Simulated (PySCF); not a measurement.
How methods differ on the excitation energy of Mo⁺

Mo⁺ [Kr] 4d5 (6S) → Mo⁺ [Kr] 4d4 5s1 (6D), as a difference of total energies. Calculation: PySCF 2.14, in aug-cc-pVTZ-DK; the spin-free X2C one-electron Hamiltonian (Gaussian nucleus). Correlated levels: valence: [Kr] frozen. The calculations carry no spin-orbit coupling.

```json
{"method": "UHF", "excitation energy (cm⁻¹)": "11287"}
{"method": "MP2 (valence)", "excitation energy (cm⁻¹)": "12849"}
{"method": "SCS-MP2 (valence)", "excitation energy (cm⁻¹)": "11808"}
{"method": "CCSD (valence)", "excitation energy (cm⁻¹)": "12763"}
{"method": "CCSD(T) (valence)", "excitation energy (cm⁻¹)": "12787"}
```

Errors of the correlated levels include the incompleteness of this basis and the frozen core.

For comparison: 12801 cm⁻¹ (measured; NIST levels, between the centres of gravity of the two terms).
